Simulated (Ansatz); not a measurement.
Basis sets compared for the cluster Ag₄⁻ (the lowest doublet isomer of a short search). Total charge -1; doublet. Geometry r2SCAN-D4/def2-SVPD. Ansatz on 4 threads of Arm Neoverse V1 on a shared host; times are rough, and most runs start from earlier orbitals.

```xyz
4

Ag   -1.099    0.778    0.282
Ag    1.286    1.300    1.423
Ag    1.100   -0.775   -0.286
Ag   -1.287   -1.303   -1.420
```

In the def2 sets Ag takes a core potential; there is no spin–orbit coupling. At PBE-D4/def2-SVPD, PBE-D4/def2-TZVPD the highest occupied level of the charge -1 doublet lies above zero (up to 0.26 eV). By energy differences its removal costs 1.54 eV (vertical, to the charge 0 singlet, at PBE0-D4/def2-TZVPD). The structure comes from a short search, and lower isomers may exist.

| level | functions | energy (Eh) | HOMO (eV) | LUMO (eV) | wall time |
| --- | --- | --- | --- | --- | --- |
| PBE-D4/def2-SVPD | 136 | -588.0208 | 0.26 | 0.71 | 3 s |
| PBE0-D4/def2-SVPD | 136 | -587.9309 | -0.17 | 1.49 | 7 s |

(1) Estimate the rows for PBE-D4/def2-TZVPD, PBE0-D4/def2-TZVPD.

## Answers

(1) 
| level | functions | energy (Eh) | HOMO (eV) | LUMO (eV) | wall time |
| --- | --- | --- | --- | --- | --- |
| PBE-D4/def2-TZVPD | 160 | -588.1741 | 0.24 | 0.71 | 3.3 s |
| PBE0-D4/def2-TZVPD | 160 | -588.0771 | -0.18 | 1.50 | 7 s |
